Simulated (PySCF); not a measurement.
Re: excitation energy

Re [Xe] 4f14 5d5 6s2 (6S) → Re [Xe] 4f14 5d6 6s1 (6D), as a difference of total energies. Computed with PySCF 2.14 in ANO-RCC-VTZP, with scalar relativity by spin-free X2C-1e. Correlated levels: valence: [Xe] 4f14 frozen. The calculations carry no spin-orbit coupling.

```
           method  excitation energy (eV)  error (eV)
              UHF                   1.830      +0.071
              LDA                   1.418      -0.341
              PBE                   1.289      -0.470
             PBE0                   1.339      -0.420
           r2SCAN                   1.197      -0.562
    MP2 (valence)                   1.700      -0.059
SCS-MP2 (valence)                   1.700      -0.059
```

Reference: 1.759 eV (measured; NIST levels, between the centres of gravity of the two terms).

Errors of the correlated levels include the incompleteness of this basis and the frozen core.
